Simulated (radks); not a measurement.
The nuclear charge of the aluminium ion Al2+ is varied continuously with 11 electrons held in [Ne] 3s1. Calculated with a radial shooting solver on a logarithmic mesh with Libxc functionals: non-relativistic Kohn-Sham, BLYP, spin-polarised, spherical densities, point nucleus; open shells are filled with parallel spins first. By the Hellmann-Feynman theorem dE/dZ = E(electron-nucleus)/Z, the electronic potential at the nucleus.

| Z | E (hartree) | E(electron-nucleus)/Z (hartree) | HOMO | e(HOMO) (eV) | <r> HOMO (bohr) |
|---|---|---|---|---|---|
| 12 | -199.81231 | -39.5952 | 3s | -11.823 | 2.747 |
| 12.5 | -220.12740 | -41.6645 | 3s | -17.693 | 2.425 |
| 13 | -241.47633 | -43.7308 | 3s | -24.421 | 2.183 |
| 13.5 | -263.85784 | -45.7949 | 3s | -31.979 | 1.991 |
| 14 | -287.27101 | -47.8575 | 3s | -40.349 | 1.835 |

The central difference of E at Z = 13 is -43.730 hartree, to compare with the third column; the second derivative is -4.13 hartree.
